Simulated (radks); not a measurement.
The numbers below are computed, except where a source is named.
Q: The nitrogen ion N3+, [He] 2s2. Level of theory: non-relativistic Kohn-Sham, exchange-only LDA, spin-polarised, spherical densities, point nucleus (a radial shooting solver on a logarithmic mesh with Libxc functionals). Every spin shell is full or empty, so the densities are truly spherical. Functionals are evaluated on that one density, not self-consistently. Rank these exchange functionals by their error against the exact value of the orbitals, and give that value: LDA, PBEsol, revPBE, PW86, WC, AM05, SOGGA, EV93, APBE, r2SCAN, Tao-Mo.

A: Exact: -5.09288 hartree. From best to worst, with 100 (|E| - |E exact|)/|E exact| (equal figures are ties): revPBE +0.27, r2SCAN -0.42, APBE +0.64, Tao-Mo +0.68, PW86 +0.76, WC -2.98, EV93 +4.58, PBEsol -5.23, SOGGA -5.37, AM05 -10.06, LDA -12.74.
